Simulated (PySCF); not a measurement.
GeS, SMILES [S]=[Ge] (connectivity only; charge and spin as stated), neutral, multiplicity 1. Atoms are numbered in the order given.

```xyz
2

Ge     0.0000     0.0000    -0.6762
S      0.0000     0.0000     1.3523
```

Coordinates come from a B3LYP-D3(BJ)/def2-TZVP optimisation.

These are M06-2X/def2-TZVPD in PySCF values and carry that method's errors.

Mulliken values depend strongly on the basis, most of all with diffuse functions as here. ESP charges are fitted to the potential on shells at 1.4 to 2.0 van der Waals radii. Atomic charges (e):

```tsv
atom	ESP fit	Mulliken
Ge1	0.26	0.31
S2	-0.26	-0.31
```
